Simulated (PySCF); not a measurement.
Compound: C₄HClN₂.
Numbering: `[N:1]#[C:2]/[CH:3]=[C:4](/[Cl:5])[C:6]#[N:7]` (hydrogens: H8 on C3)

Computed, not measured: PySCF 2.14.0, PBE0-D3(BJ)/def2-SVP geometry optimisation, gas phase.

List the bond lengths, angles and torsions at this level.

```tsv
bond	length (bohr)	order
N1≡C2	2.192	triple
C2–C3	2.683	single
C3=C4	2.551	double
C4–Cl5	3.244	single
C4–C6	2.698	single
C6≡N7	2.189	triple
C3–H8	2.065	single
```

Orders are formal, as drawn. A selection of angles:
```tsv
angle	degrees
N1–C2–C3	178.2
C2–C3–C4	122.8
C2–C3–H8	118.0
C4–C3–H8	119.2
C3–C4–Cl5	121.2
C3–C4–C6	123.6
Cl5–C4–C6	115.1
C4–C6–N7	178.8
```

Dihedral angles: C2–C3–C4–Cl5 180° (antiperiplanar).

The 7 heavy atoms lie in one plane (0.001 Å rms). The 3 C–C bonds span 1.350 Å (C3=C4, drawn double) to 1.428 Å (C4–C6, drawn single), a spread of 0.078 Å.

Point group: Cs (tolerance 0.08 Å). Stationary, but not proved a minimum.

Hardware: Arm Neoverse V2, one thread, shared host. Cost: 30 s wall, 0.44 GiB resident at most. This is the geometry optimisation.
